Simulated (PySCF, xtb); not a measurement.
C2H4NO, SMILES [CH2]C(N)=O, multiplicity 2. The values are those of a single conformer.

Harmonic wavenumbers (cm⁻¹) from GFN2-xTB (xtb) at its own minimum, in rising order: 94, 276, 408, 462, 510, 558, 707, 914, 952, 1043, 1264, 1377, 1438, 1593, 3119, 3180, 3487, 3562.

What does PBE0-D3(BJ)/def2-SVP in PySCF give at its own minimum? (The exact figures need the calculation; the answer reports its results.)

110, 271, 417, 518, 555, 601, 749, 923, 951, 1106, 1361, 1460, 1589, 1770, 3175, 3313, 3637, 3781. Paired by order, the mean absolute difference is 75 cm⁻¹ and the zero-point energies are 35.7 and 37.6 kcal/mol.
